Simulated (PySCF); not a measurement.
**LaH₃: breathing scan**

Level of theory: PySCF, r2SCAN, basis La def2-TZVP with ECP46, H def2-TZVP (scalar-relativistic core potentials, no spin–orbit coupling, density fitting).

Rigid scan from the singlet minimum (La–H 2.121 Å (×3); H–La–H 110.5° (×3)). Coordinate: all bonds to the central atom scaled together. Energies in kJ/mol from the minimum.

(1) Predict the curve at 0.88, 0.92, 0.96, 1.00, 1.04, 1.08, 1.14, 1.22, 1.35.

Answers

(1) 
```tsv
scale of all bonds to the centre	E (kJ/mol)	dipole size (D)
0.88	89.3	4.05
0.92	36.5	4.37
0.96	8.4	4.66
1.00	0.0	4.92
1.04	7.1	5.16
1.08	26.5	5.38
1.14	72.3	5.68
1.22	153.9	6.02
1.35	308.5	6.46
```

At long bonds a restricted determinant can lie too high, and another spin state can fall below this curve.

Stability towards spin polarisation was not tested.

Other isomers or separated fragments may lie lower.
